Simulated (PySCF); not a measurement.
Harmonic spectrum computed at PBE0 in the def2-TZVP basis family (core potentials from Rb on, PySCF, no spin–orbit coupling):

```json
{"symmetry": "π", "ω (cm⁻¹)": "183", "IR (km/mol, summed over degenerate members)": "83.5"}
{"symmetry": "σ+", "ω (cm⁻¹)": "703", "IR (km/mol, summed over degenerate members)": "34.0"}
{"symmetry": "σ+", "ω (cm⁻¹)": "972", "IR (km/mol, summed over degenerate members)": "68.9"}
```

Q: Which molecule gave it? In each, all ligands are bound to the one heavy central atom.
A. AsOF (singlet)
B. GaOF (singlet)
C. GeOF (doublet)
D. CuOF (triplet)

A: B. It has C∞v symmetry with Ga–F 1.711 Å, Ga–O 1.642 Å.
